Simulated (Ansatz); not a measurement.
Species: sum formula MnOClH (charge 0, sextet). The spin state was set by rule; other spins were not relaxed. 
Geometry from a B3LYP-D3(BJ)/def2-TZVP (Ansatz, a program for electronic structure) optimisation:
```
Mn
O 1 1.8159
H 2 0.9573 1 134.72
Cl 1 2.2013 3 168.13 2 180.00
```
Charge 0, spin multiplicity 6.

Parts of the frozen-core correlation energy in def2-TZVPPD (Ansatz, hartree). Frozen orbitals: 15; correlated occupied orbitals by spin: 13 and 8; virtual: 147 and 152. Open shells are spin-unrestricted. No spin-orbit coupling. Non-relativistic.

```
term                             value
-------------------------  -----------
reference (HF)             -1684.95500
MP2 opposite-spin                    …
MP2 same-spin                        …
CCSD correlation              -0.59952
(T)                                  …
T1 diagnostic                    0.020
largest doubles amplitude        0.024
<S^2> of the reference           8.768
```

**Question.** Complete the blanks.

**Answer.** 
- MP2 opposite-spin, value: -0.37145
- MP2 same-spin, value: -0.20486
- (T), value: -0.02323
